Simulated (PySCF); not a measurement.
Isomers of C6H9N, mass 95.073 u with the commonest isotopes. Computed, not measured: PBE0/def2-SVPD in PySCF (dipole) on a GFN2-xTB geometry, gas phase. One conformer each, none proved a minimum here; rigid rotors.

Question: Order these by rotational constant B, smallest first.
A. `[NH2:1][C@@H:2]1[CH:3]=[CH:4][C@H:5]2[CH2:6][C@@H:7]12` with H–N1–C2–C3 179° and 60°
B. `[H]/[N:7]=[CH:6]/[CH:5]=[CH:4]\[CH:3]=[CH:2]/[CH3:1]` with C2–C3–C4–C5 180°, C4–C5–C6–N7 180°
C. `[H]/[N:7]=[CH:6]/[CH2:5][C@@H:3]([C:2]#[CH:1])[CH3:4]` with C2–C3–C5–C6 63°, C3–C5–C6–N7 123°

Answer: B (1013 MHz), C (1767 MHz), A (2722 MHz).

Question: Order these by radius of gyration √(Σ m r²/M), largest first.
A. `[NH2:1][C@@H:2]1[CH:3]=[CH:4][C@H:5]2[CH2:6][C@@H:7]12` with H–N1–C2–C3 179° and 60°
B. `[H]/[N:7]=[CH:6]/[CH:5]=[CH:4]\[CH:3]=[CH:2]/[CH3:1]` with C2–C3–C4–C5 180°, C4–C5–C6–N7 180°
C. `[H]/[N:7]=[CH:6]/[CH2:5][C@@H:3]([C:2]#[CH:1])[CH3:4]` with C2–C3–C5–C6 63°, C3–C5–C6–N7 123°

Answer: B (2.381 Å), C (2.053 Å), A (1.675 Å).

Question: Order these by out-of-plane moment Σ m c² = (Ia + Ib − Ic)/2, largest first.
A. `[H]/[N:7]=[CH:6]/[CH2:5][C@@H:3]([C:2]#[CH:1])[CH3:4]` with C2–C3–C5–C6 63°, C3–C5–C6–N7 123°
B. `[NH2:1][C@@H:2]1[CH:3]=[CH:4][C@H:5]2[CH2:6][C@@H:7]12` with H–N1–C2–C3 179° and 60°
C. `[H]/[N:7]=[CH:6]/[CH:5]=[CH:4]\[CH:3]=[CH:2]/[CH3:1]` with C2–C3–C4–C5 180°, C4–C5–C6–N7 180°

Answer: B (23.95 u·Å²), A (12.25 u·Å²), C (1.55 u·Å²).

| SMILES | point group | Ia (u·Å²) | Ib (u·Å²) | Ic (u·Å²) | κ | μa (D) | μb (D) | μc (D) |
| --- | --- | --- | --- | --- | --- | --- | --- | --- |
| [H]/N=C/C[C@H](C)C#C | C1 | 126.87 | 286.03 | 388.40 | -0.65 | 1.09 | 0.77 | 0.18 |
| N[C@@H]1C=C[C@H]2C[C@@H]12 | C1 | 104.90 | 185.64 | 242.65 | -0.53 | 0.97 | 0.97 | 0.68 |
| [H]/N=C/C=C\C=C/C | Cs | 41.71 | 498.79 | 537.40 | -0.99 | 2.60 | 1.34 | 0.00 |
